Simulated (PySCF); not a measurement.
Computed shifts of a molecule C3H6F2Si, PBE/pcSseg-1 in PySCF, GIAO, gas phase, atoms alike by connectivity averaged where their shifts nearly agree, in ppm (number of nuclei): ¹⁹F: -250.9 (1), -256.2 (1). ²⁹Si: 17.1 (1). ¹³C: 78.2 (1), 17.3 (1), 10.1 (1). ¹H: 5.90 (1), 5.36 (1), 4.92 (1), 1.43 (1), 1.30 (1), 0.52 (1). References: ¹⁹F against CFCl3 (σ = 133.6 ppm); ²⁹Si against TMS (σ = 335.4 ppm); ¹³C against TMS (σ = 182.0 ppm); ¹H against TMS (σ = 31.49 ppm), references at their B3LYP-D3(BJ)/def2-TZVP geometries, non-relativistic. Coordinates come from a PBE0-D3(BJ)/def2-SVP optimisation. One conformer was computed; it need not be the lowest.

Task: Identify the compound among the candidates.
(A) C=C[SiH2]C(F)F
(B) F[C@@H]1C[SiH2][C@@H]1F
(C) F[SiH2][C@@H]1C[C@@H]1F
(D) C=C[C@@H](F)[SiH2]F

Result: C, F[SiH2][C@@H]1C[C@@H]1F
